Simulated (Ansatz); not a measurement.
Relaxation of CH₉NSi₂ (13 atoms, charge 0, multiplicity 1), to a largest force component of 0.02 eV/Å in at most 40 steps.

The calculation used Ansatz, RKS r2SCANh-D4/STO-3G.

```xyz
13
Properties=species:S:1:pos:R:3
Si 0.000 0.000 0.000
C 0.000 0.000 1.870
H -1.000 -0.309 2.240
H 0.768 -0.711 2.240
H 0.232 1.020 2.240
Si 2.094 0.000 -0.739
H 2.551 -1.376 -0.908
H 2.157 0.694 -2.022
H 2.951 0.682 0.226
H -0.688 1.191 -0.486
N -0.857 -1.485 -0.606
H -1.392 -2.101 0.070
H -0.822 -1.734 -1.636
```

Problem. Where does it end, and by what steps?

Solution. The run converged. The force dipped under the threshold on the way, but the program's further checks kept it going. Limits of this set-up: minimal basis. After 25 steps the energy has fallen by 0.515 eV; H9 moved furthest, 0.90 Å.

| step | energy less start (eV) | largest force component (eV/Å) | accepted |
| --- | --- | --- | --- |
| 0 | 0.0000 | 1.803 | yes |
| 1 | -0.2717 | 1.022 | yes |
| 2 | -0.3350 | 0.324 | yes |
| 3 | -0.3493 | 0.192 | yes |
| 4 | -0.3364 | 1.951 | no |
| 5 | -0.3770 | 1.028 | yes |
| 6 | -0.4395 | 0.762 | yes |
| 7 | -0.4660 | 1.669 | yes |
| 8 | -0.4953 | 0.272 | yes |
| 9 | -0.4057 | 1.029 | no |
| 10 | -0.5026 | 0.122 | yes |
| 11 | -0.5054 | 0.058 | yes |
| 12 | -0.5064 | 0.165 | yes |
| 13 | -0.5083 | 0.112 | yes |
| 14 | -0.5105 | 0.006 | yes |
| 15 | -0.5073 | 0.322 | no |
| 16 | -0.5120 | 0.086 | yes |
| 17 | -0.5117 | 0.154 | no |
| 18 | -0.5133 | 0.034 | yes |
| 19 | -0.5140 | 0.039 | yes |
| 20 | -0.5145 | 0.084 | yes |
| 21 | -0.5148 | 0.062 | yes |
| 22 | -0.5152 | 0.003 | yes |
| 23 | -0.5154 | 0.008 | yes |
| 24 | -0.5154 | 0.035 | yes |
| 25 | -0.5155 | 0.009 | yes |

```xyz
13
Properties=species:S:1:pos:R:3
Si 0.037 -0.080 0.050
C 0.007 -0.185 1.919
H -1.019 -0.250 2.293
H 0.545 -1.066 2.275
H 0.468 0.696 2.374
Si 2.129 0.045 -0.780
H 2.961 -1.026 -0.290
H 2.121 -0.021 -2.221
H 2.751 1.293 -0.406
H -0.708 1.114 -0.325
N -0.733 -1.577 -0.560
H -1.732 -1.579 -0.238
H -0.834 -1.494 -1.602
```

Whether the end is a true minimum wasn't checked by a vibrational analysis.

Time of the run: 67 s on 1 thread of Intel(R) Xeon(R) Platinum 8488C (Sapphire Rapids), on a shared host, peak memory 0.17 GiB.
